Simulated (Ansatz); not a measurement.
Two isomers of C2H8BNO: A = `COB(C)N`, B = `BNC(C)O`.

Isolated molecules relaxed with PBE0-D4/def2-TZVP in Ansatz; ΔE leaves out vibrations. CCSD(T)/CBS is the MP2 limit (def2-TZVPP, def2-QZVPP) plus CCSD(T) − MP2 in def2-TZVPP, frozen cores. Functionals use def2-TZVPP. B3LYP here is the variant with VWN-RPA as its local correlation; programs differ in this. One conformer a species, not always the lowest.

Which is lower in electronic energy at CCSD(T)/CBS, and by how much? (Estimate.)

The calculation gave: A, by 41.4 kcal/mol.

Give E(B) − E(A) in kcal/mol with B3LYP, PBE0-D4, B3LYP-D4, MP2/def2-TZVPP, ωB97M-V, PBE-D4, B2PLYP. (Best estimate.)

The calculation gave: B3LYP 42.7, PBE0-D4 41.7, B3LYP-D4 42.6, MP2/def2-TZVPP 41.7, ωB97M-V 42.1, PBE-D4 40.9, B2PLYP 42.4. None reverses the order clearly.

Largest T1 diagnostic: 0.012.

In def2-TZVPP, CCSD(T) changes the Hartree–Fock value by −2.2 kcal/mol (the triples alone add −0.5 kcal/mol) and MP2 by −1.6 kcal/mol. From PBE to PBE0 (25 % exact exchange), in def2-TZVPP and without D4, E(B) − E(A) moves by +0.7 kcal/mol.
